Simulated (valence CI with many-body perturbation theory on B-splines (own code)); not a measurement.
# E1 line list for Re⁶⁹⁺

Calculated by configuration interaction combined with many-body perturbation theory (CI+MBPT): four valence electrons over a frozen Dirac-Fock core [He], a basis of 11 s, 11 p, 9 d, 7 f, 5 g, 2 h, 1 i functions for each j, with the one-electron correlation potential Σ1, the two-electron term Σ2, the three-electron term Σ3, Breit, model QED; selected CI, second order for the rest (own B-spline code, finite nucleus).

The last digits are not significant, and no measured levels were compared; by estimate large intervals hold to a few tenths of a per cent, small ones and those within an open d or f shell to about a per cent. Among the levels kept, up to 280 cm⁻¹ of a level comes from second order outside the variational space, and about a tenth of that is noise between levels of different J, which matters for small intervals.

Lines 151 to 200 of 249 in falling wavelength, among levels below 107670 × 10³ cm⁻¹, chosen from the strongest by gf and those to the six lowest levels. Wavelengths and rates use the calculated energies. Electric multipoles are in the length gauge, E1 and E2 with the static RPA response of the core. Weak lines are less certain than strong ones. Lines between different terms over intervals too small for the method are left out, as are lines whose strength nearly cancels. The highest levels of a list are the least certain.

Levels are named by their leading jj configuration (3d3/2^4 stands for four electrons in 3d with j = 3/2), which in mixed levels can hold well under half, so a name can repeat and another be missing. Letters in brackets count levels of one name in rising energy.

| λ vac (nm) | Upper | Lower | A (s⁻¹) | S (a.u.) with core polarisation | S without |
| --- | --- | --- | --- | --- | --- |
| 0.1238 | (2s 2p1/2 2p3/2 3d5/2) J=3 [b] | (2s 2p1/2 2p3/2^2) J=2 [a] | 1.92e+14 | 1.26e-03 | 1.26e-03 |
| 0.1238 | (2s^2 2p3/2 3d5/2) J=3 | (2s^2 2p3/2^2) J=2 | 2.62e+15 | 1.72e-02 | 1.72e-02 |
| 0.1238 | (2s 2p1/2 2p3/2 3p3/2) J=2 [a] | (2s^2 2p3/2^2) J=2 | 6.25e+13 | 2.92e-04 | 2.93e-04 |
| 0.1236 | (2s^2 2p3/2 3d5/2) J=1 | (2s^2 2p3/2^2) J=2 | 1.45e+14 | 4.04e-04 | 4.05e-04 |
| 0.1234 | (2s 2p1/2 2p3/2 3p3/2) J=2 [b] | (2s^2 2p3/2^2) J=2 | 7.34e+12 | 3.41e-05 | 3.41e-05 |
| 0.1233 | (2s 2p1/2 2p3/2 3p3/2) J=3 [b] | (2s^2 2p3/2^2) J=2 | 5.08e+13 | 3.28e-04 | 3.29e-04 |
| 0.1232 | (2s 2p1/2^2 3p3/2) J=2 | (2s^2 2p1/2 2p3/2) J=2 | 3.04e+12 | 1.40e-05 | 1.40e-05 |
| 0.1230 | (2s 2p1/2^2 3p3/2) J=2 | (2s^2 2p1/2 2p3/2) J=1 | 3.54e+13 | 1.62e-04 | 1.63e-04 |
| 0.1226 | (2s 2p1/2 2p3/2 3p3/2) J=3 [c] | (2s^2 2p3/2^2) J=2 | 1.77e+13 | 1.13e-04 | 1.13e-04 |
| 0.1224 | (2s 2p1/2 2p3/2 3p3/2) J=2 [d] | (2s^2 2p3/2^2) J=2 | 4.85e+12 | 2.19e-05 | 2.19e-05 |
| 0.1163 | (2s 2p1/2 2p3/2 3s) J=2 [b] | (2s 2p1/2^2 2p3/2) J=1 | 7.64e+12 | 2.97e-05 | 2.96e-05 |
| 0.1161 | (2s 2p1/2 2p3/2 3s) J=2 [a] | (2s 2p1/2^2 2p3/2) J=2 | 3.67e+13 | 1.41e-04 | 1.41e-04 |
| 0.1157 | (2s 2p1/2 2p3/2 3s) J=1 [a] | (2s 2p1/2^2 2p3/2) J=2 | 4.57e+13 | 1.05e-04 | 1.05e-04 |
| 0.1157 | (2s 2p1/2 2p3/2 3s) J=0 | (2s 2p1/2^2 2p3/2) J=1 | 5.88e+13 | 4.50e-05 | 4.48e-05 |
| 0.1157 | (2s 2p1/2 2p3/2 3s) J=1 [b] | (2s 2p1/2^2 2p3/2) J=1 | 5.55e+13 | 1.27e-04 | 1.27e-04 |
| 0.1156 | (2s 2p1/2 2p3/2 3s) J=3 | (2s 2p1/2^2 2p3/2) J=2 | 5.86e+13 | 3.13e-04 | 3.12e-04 |
| 0.1156 | (2s 2p1/2 2p3/2 3s) J=1 [c] | (2s 2p1/2^2 2p3/2) J=1 | 6.64e+12 | 1.52e-05 | 1.51e-05 |
| 0.1156 | (2s 2p1/2 2p3/2 3s) J=2 [c] | (2s 2p1/2^2 2p3/2) J=1 | 4.23e+13 | 1.61e-04 | 1.61e-04 |
| 0.1154 | (2s^2 2p1/2 3s) J=1 | (2s^2 2p1/2^2) J=0 | 5.60e+13 | 1.27e-04 | 1.27e-04 |
| 0.1153 | (2s 2p1/2 2p3/2 3s) J=2 [b] | (2s 2p1/2^2 2p3/2) J=2 | 2.28e+13 | 8.63e-05 | 8.61e-05 |
| 0.1151 | (2s^2 2p3/2 3s) J=2 | (2s^2 2p1/2 2p3/2) J=2 | 3.60e+13 | 1.36e-04 | 1.35e-04 |
| 0.1150 | (2s^2 2p3/2 3s) J=1 | (2s^2 2p1/2 2p3/2) J=2 | 5.67e+13 | 1.28e-04 | 1.27e-04 |
| 0.1149 | (2s^2 2p3/2 3s) J=2 | (2s^2 2p1/2 2p3/2) J=1 | 2.94e+13 | 1.10e-04 | 1.10e-04 |
| 0.1148 | (2s^2 2p3/2 3s) J=1 | (2s^2 2p1/2 2p3/2) J=1 | 1.39e+13 | 3.10e-05 | 3.09e-05 |
| 0.1134 | (2s^2 2p3/2 3p3/2) J=1 | (2s 2p1/2^2 2p3/2) J=1 | 5.81e+12 | 1.25e-05 | 1.25e-05 |
| 0.1131 | (2s^2 2p3/2 3p3/2) J=2 | (2s 2p1/2^2 2p3/2) J=1 | 3.74e+12 | 1.33e-05 | 1.33e-05 |
| 0.1125 | (2s^2 2p3/2 3p3/2) J=3 | (2s 2p1/2^2 2p3/2) J=2 | 5.65e+12 | 2.78e-05 | 2.77e-05 |
| 0.1121 | (2s^2 2p3/2 3p3/2) J=2 | (2s 2p1/2^2 2p3/2) J=2 | 3.01e+12 | 1.05e-05 | 1.04e-05 |
| 0.1120 | (2s 2p1/2 2p3/2 3p1/2) J=1 [a] | (2s^2 2p1/2 2p3/2) J=2 | 4.76e+13 | 9.91e-05 | 9.91e-05 |
| 0.1118 | (2s 2p1/2 2p3/2 3p1/2) J=1 [a] | (2s^2 2p1/2 2p3/2) J=1 | 1.42e+14 | 2.95e-04 | 2.95e-04 |
| 0.1117 | (2s 2p1/2 2p3/2 3p1/2) J=2 [a] | (2s^2 2p1/2 2p3/2) J=1 | 3.64e+14 | 1.25e-03 | 1.25e-03 |
| 0.1116 | (2p1/2^2 2p3/2 3p1/2) J=1 | (2s 2p1/2^2 2p3/2) J=1 | 1.57e+14 | 3.23e-04 | 3.23e-04 |
| 0.1116 | (2p1/2^2 2p3/2 3p1/2) J=2 | (2s 2p1/2^2 2p3/2) J=1 | 4.44e+14 | 1.53e-03 | 1.52e-03 |
| 0.1116 | (2s 2p1/2 2p3/2 3p1/2) J=3 | (2s^2 2p1/2 2p3/2) J=2 | 5.24e+14 | 2.52e-03 | 2.51e-03 |
| 0.1114 | (2s 2p1/2^2 3p1/2) J=1 | (2s^2 2p1/2^2) J=0 | 5.74e+14 | 1.18e-03 | 1.18e-03 |
| 0.1112 | (2s 2p1/2 2p3/2 3p1/2) J=2 [b] | (2s^2 2p1/2 2p3/2) J=2 | 2.88e+14 | 9.78e-04 | 9.78e-04 |
| 0.1110 | (2s 2p1/2 2p3/2 3p1/2) J=2 [b] | (2s^2 2p1/2 2p3/2) J=1 | 4.42e+13 | 1.49e-04 | 1.49e-04 |
| 0.1109 | (2s 2p1/2 2p3/2 3p1/2) J=1 [b] | (2s^2 2p1/2 2p3/2) J=2 | 1.44e+14 | 2.91e-04 | 2.91e-04 |
| 0.1108 | (2s 2p1/2 2p3/2 3p1/2) J=2 [c] | (2s^2 2p1/2 2p3/2) J=2 | 2.28e+14 | 7.67e-04 | 7.67e-04 |
| 0.1107 | (2p1/2^2 2p3/2 3p1/2) J=1 | (2s 2p1/2^2 2p3/2) J=2 | 8.19e+14 | 1.65e-03 | 1.65e-03 |
| 0.1107 | (2p1/2^2 2p3/2 3p1/2) J=2 | (2s 2p1/2^2 2p3/2) J=2 | 5.17e+14 | 1.73e-03 | 1.73e-03 |
| 0.1107 | (2s 2p1/2 2p3/2 3p1/2) J=0 | (2s^2 2p1/2 2p3/2) J=1 | 5.22e+14 | 3.49e-04 | 3.49e-04 |
| 0.1107 | (2s 2p1/2 2p3/2 3p1/2) J=1 [b] | (2s^2 2p1/2 2p3/2) J=1 | 3.35e+14 | 6.71e-04 | 6.71e-04 |
| 0.1106 | (2s 2p1/2 2p3/2 3p1/2) J=2 [c] | (2s^2 2p1/2 2p3/2) J=1 | 8.97e+13 | 3.00e-04 | 3.00e-04 |
| 0.1105 | (2s 2p1/2 2p3/2 3d3/2) J=2 [a] | (2s 2p1/2^2 2p3/2) J=1 | 1.51e+13 | 5.04e-05 | 5.04e-05 |
| 0.1105 | (2s 2p1/2 2p3/2 3d3/2) J=1 [a] | (2s 2p1/2^2 2p3/2) J=1 | 3.98e+12 | 7.94e-06 | 7.94e-06 |
| 0.1103 | (2s 2p1/2 2p3/2 3p1/2) J=1 [c] | (2s^2 2p1/2 2p3/2) J=2 | 2.79e+14 | 5.55e-04 | 5.54e-04 |
| 0.1102 | (2s 2p1/2 2p3/2 3p1/2) J=1 [c] | (2s^2 2p1/2 2p3/2) J=1 | 5.08e+13 | 1.00e-04 | 1.00e-04 |
| 0.1099 | (2s 2p1/2 2p3/2 3d3/2) J=2 [b] | (2s 2p1/2^2 2p3/2) J=1 | 2.11e+12 | 6.91e-06 | 6.91e-06 |
| 0.1096 | (2s 2p1/2 2p3/2 3d3/2) J=2 [a] | (2s 2p1/2^2 2p3/2) J=2 | 2.78e+14 | 9.03e-04 | 9.04e-04 |
